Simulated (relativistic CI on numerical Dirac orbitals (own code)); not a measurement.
Method of calculation: Dirac-Coulomb-Breit CI, orbitals from a KLI potential per configuration, model QED, unscaled Slater integrals (own radial code, finite nucleus).

The strongest absorption lines from the ground level of an ion, among the configurations computed and to levels below about 3970 eV (vacuum wavelength in Å, gf): 3.9905 (0.45), 4.5340 (1.2), 4.5818 (0.18), 4.9297 (6), 5.1030 (2.3), 5.3842 (0.37), 6.0681 (0.27), 6.2190 (0.16).

Question: Which ion is it?
A. Pt⁵⁰⁺
B. Pt⁵²⁺
C. Pb⁵⁴⁺
D. W⁴⁶⁺

Answer: A. Pt⁵⁰⁺ has 28 electrons and the ground level 3s2 3p6 3d10 1S_0; the strongest line goes to 3s2 3p6 3d9 4f 1P°_1. The pattern of lines fixes the number of electrons, and along that sequence the line energies rise steadily with the charge (about as its square where n changes within one kind of shell, about linearly where n is kept but much faster in heavy ions where fine structure, which grows about as Z⁴, sets the gap, and irregularly where shells cross), which fixes Z. Configurations outside the model, such as inner-shell arrays, can give stronger lines. At this charge energies of transitions that change n are usually good to better than 1 %, and those within a shell (Δn = 0) to a few per cent.

LS names give the leading component of a level, which can be under half, so a name can repeat, a term be missing and a line seem to break the LS rules.
